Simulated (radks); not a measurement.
Removal energies from the thallium ion Tl11+, [Xe] 4f14 5d(3/2: 2, 5/2: 0), by Delta-SCF beside the eigenvalue of the level emptied. All-electron calculation, Dirac Kohn-Sham, BLYP, spin-unpolarised, spherical densities, finite nucleus; Fermi nuclear charge, rms radius of each element as measured or else 0.836 A^(1/3) + 0.57 fm. Program: a radial shooting solver on a logarithmic mesh with Libxc functionals. Sub-shells are occupied by j as written (lower j first in brackets).

removed from                                       final configuration  Delta-SCF (eV)  -eigenvalue (eV)
5d3/2                                     [Xe] 4f14 5d(3/2: 1, 5/2: 0)          198.14            187.85
5p3/2         [Kr] 4d10 4f14 5s2 5p(1/2: 2, 3/2: 3) 5d(3/2: 2, 5/2: 0)          261.86            250.40
5p1/2         [Kr] 4d10 4f14 5s2 5p(1/2: 1, 3/2: 4) 5d(3/2: 2, 5/2: 0)          286.09            273.89
4f7/2                       [Xe] 4f(5/2: 6, 7/2: 7) 5d(3/2: 2, 5/2: 0)          323.94            304.52
